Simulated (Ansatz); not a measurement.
Ansatz (an electronic-structure program) input:

Ansatz 0.2 input:
```yaml
crystal:
  periodic: [false, false, false]
  atoms:
    - {symbol: H, position_ang: [0.27028956, -0.16126088, -1.66054652]}
    - {symbol: B, position_ang: [0.09290067, -0.04638881, -0.52566680]}
    - {symbol: O, position_ang: [-0.09866394, 0.10500930, 0.63798059]}
    - {symbol: H, position_ang: [-0.31459432, 0.13475288, 1.58290470]}
basis:
  gaussian:
    orbitals: def2-TZVP
hamiltonian:
  xc: b3lyp
  dispersion: d3bj
total_charge: 1
relax: {f_tol: 0.002, max_steps: 150}
```

Task: Which total energy does the run end on?

Result: -101.02755 Eh (B3LYP-D3(BJ)/def2-TZVP). The basis has 74 functions.

It need not be the lowest isomer of its formula.
